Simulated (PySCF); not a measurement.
BrH.
SMILES: `Br`

Method: PBE0/def2-TZVP geometry optimisation, gas phase in PySCF 2.14.0.

Take the most abundant isotopes and a rigid rotor. 

(1) What are the moment of inertia and the rotational constant?

(2) List the first levels of a rigid rotor in a Σ state.

(3) Where do the first rotational lines fall?

Results:

(1) I = 2.008 u·Å², B = 505379 MHz·u·Å²/I = 251655 MHz (8.3943 cm⁻¹, or 12.078 K as hB/k). For two atoms I = μr² with μ = 0.9951 u and r = 1.4206 Å.

(2) E(J) = BJ(J+1): J = 1: 16.789, J = 2: 50.366, J = 3: 100.732, J = 4: 167.886, J = 5: 251.829, J = 6: 352.561 cm⁻¹.

(3) The dipole is 0.95 D; J+1 ← J lies at 2B(J+1): 1 ← 0 at 503.31 GHz, 2 ← 1 at 1006.62 GHz, 3 ← 2 at 1509.93 GHz, 4 ← 3 at 2013.24 GHz, 5 ← 4 at 2516.55 GHz, 6 ← 5 at 3019.86 GHz.

Whether it is a minimum is left open (no frequencies). Zero-point vibration and centrifugal distortion are left out.
